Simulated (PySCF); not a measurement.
CH5S, SMILES C[SH2+], charge +1. Geometry optimised at B3LYP-D3(BJ)/def2-TZVP. The isomer is the one that the SMILES or the coordinates give; other isomers of the formula were not compared.

Computed equilibrium geometry at B3LYP-D3(BJ)/def2-TZVP (PySCF confirms it by a frequency run) as bond lengths and angles, and its point group:
point group Cs.
Atoms: C1 S2 H3 H4 H5 H6 H7. Bonds (Å): C1–S2 1.826, C1–H3 1.088, C1–H4 1.088, C1–H5 1.085, S2–H6 1.353, S2–H7 1.353. Angles (°): S2–C1–H3 105.9, S2–C1–H4 105.9, S2–C1–H5 110.6, H3–C1–H4 110.1, H3–C1–H5 112.0, H4–C1–H5 112.0, C1–S2–H6 100.1, C1–S2–H7 100.1, H6–S2–H7 94.0.
Charge +1, spin multiplicity 1.
